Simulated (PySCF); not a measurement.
**Gallium: a sound run and one with changed settings**

Sound run: Ga [Ar] 3d10 4s2 4p1, Ga+ [Ar] 3d10 4s2. Calculation: PySCF 2.14, in pcseg-2 (6s5p3d1f, 43 functions); the non-relativistic Hamiltonian (point nucleus). In the sound run the correlated levels freeze [Ar] 3d10. The sound run starts from symmetry-adapted Hartree-Fock orbitals and uses a fine grid where one is needed.

Changed run: scalar relativity by spin-free X2C-1e. This setting is unsound on purpose.

```
species   method  sound run (hartree)  changed run (hartree)  converged
     Ga      UHF          -1923.23240            -1938.37063        yes
     Ga     PBE0          -1924.59032            -1939.72475        yes
     Ga    M06-L          -1924.77027            -1939.91160        yes
     Ga      MP2          -1923.26608            -1938.40421        yes
     Ga  CCSD(T)          -1923.28001            -1938.41789        yes
    Ga+      UHF          -1923.02726            -1938.16605        yes
    Ga+     PBE0          -1924.36867            -1939.50367        yes
    Ga+    M06-L          -1924.55649            -1939.69875        yes
    Ga+      MP2          -1923.05337            -1938.19202        yes
    Ga+  CCSD(T)          -1923.06409            -1938.20257        yes
```

Ionisation energy of Ga:

```csv
method,sound run (eV),changed run (eV)
UHF,5.582,5.567
PBE0,6.032,6.016
M06-L,5.817,5.792
MP2,5.788,5.774
SCS-MP2,5.771,5.757
CCSD,5.852,5.837
CCSD(T),5.875,5.859
```

Most of the change in total energy is the relativistic energy itself. On top of that the contraction fixes the core shape for the Hamiltonian it was made with, so the changed run is not a good calculation with the other Hamiltonian either.

For comparison, NIST gives 5.999 eV between the lowest levels.
